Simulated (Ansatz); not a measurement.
Computed with Ansatz on PBE0-D4/def2-TZVP structures; ΔE is electronic, products minus reactants. CBS: MP2 limit from def2 TZ/QZ plus the TZ coupled-cluster correction, frozen cores. DFT in def2-TZVPP. B3LYP here is the variant with VWN-RPA as its local correlation; programs differ in this. Each species was taken in one conformer, which may not be the lowest.

Reaction (redistribution): `CBP` + `F[SiH2]O[SiH3]` → `F[SiH2]OP` + `CB[SiH3]`

CCSD(T)/CBS gives +40.3 kcal/mol.

**Question.** Another level gave +41.0 kcal/mol. Which?
A. MP2/def2-TZVPP
B. B3LYP-D4/def2-TZVPP
C. r2SCAN0/def2-TZVPP
D. revPBE/def2-TZVPP

**Answer.** C. r2SCAN0 41.0, B3LYP-D4 39.1, revPBE 37.0, MP2/def2-TZVPP 42.3 kcal/mol.

Largest T1 diagnostic among the species: 0.015.

From PBE to PBE0 (25 % exact exchange), in def2-TZVPP and without D4, ΔE moves by +1.3 kcal/mol. Leaving LDA and LC-ωPBE aside and taking each functional with its dispersion term where it has one, the values, not all of them listed here, spread over 3.8 kcal/mol, from revPBE-D4 to r2SCAN0-D4. LDA lies +1.1 kcal/mol from PBE without D4.
